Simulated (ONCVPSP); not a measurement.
## Configuration tests for Cd (Z = 48) (ONCV)

cadmium (Cd), optimised norm-conserving Vanderbilt (ONCV), made with ONCVPSP 4.0.1 (PBE, fully relativistic). Core [Ar] 3d10, reference 4s2 4p6 4d10 5s1.5 5p0.5. Waves: 4s+5s: rc 1.55 bohr, ncon 4, nbas 8, qcut 6.3 1/bohr, 2 projectors; 4p+5p: rc 1.30 bohr, ncon 4, nbas 7, qcut 11.4 1/bohr, 2 projectors; 4d: rc 1.45 bohr, ncon 5, nbas 9, qcut 8.8 1/bohr, 2 projectors, debl 4 Ha. Local part: polynomial inside 1.20 bohr (lpopt 5, dvloc0 4 Ha). Core correction: polynomial model core, fcfact 0.45.

Open shells are filled in proportion to 2j + 1.

Energies are relative to the spin-unpolarised reference configuration 4s2 4p6 4d10 5s1.5 5p0.5; without spin polarisation the order of configurations can differ from experiment.

```tsv
valence configuration	charge	ΔE all-electron (eV)	error AE − PS (meV)
4s2 4p6 4d10 5s1 5p0	+1	6.993	-0.1
4s2 4p6 4d10 5s1.5 5p0	+0.5	1.430	+0.1
```

Q: What are ΔE and the potential's error for 4s2 4p6 4d10 5s0 5p0?

A: ΔE = 24.120 eV all-electron; the error (AE − PS) is -4.1 meV.

Q: What are ΔE and the potential's error for 4s2 4p6 4d10 5s2 5p0?

A: ΔE = -2.281 eV all-electron; the error (AE − PS) is -0.3 meV.

Levels in the configuration 4s2 4p6 4d10 5s0 5p0:

| level | all-electron (eV) | pseudo (eV) |
| --- | --- | --- |
| 4s j=1/2 | -124.753 | -124.832 |
| 4p j=3/2 | -84.059 | -84.077 |
| 4p j=1/2 | -89.874 | -89.898 |
| 4d j=5/2 | -30.153 | -30.153 |
| 4d j=3/2 | -30.870 | -30.870 |
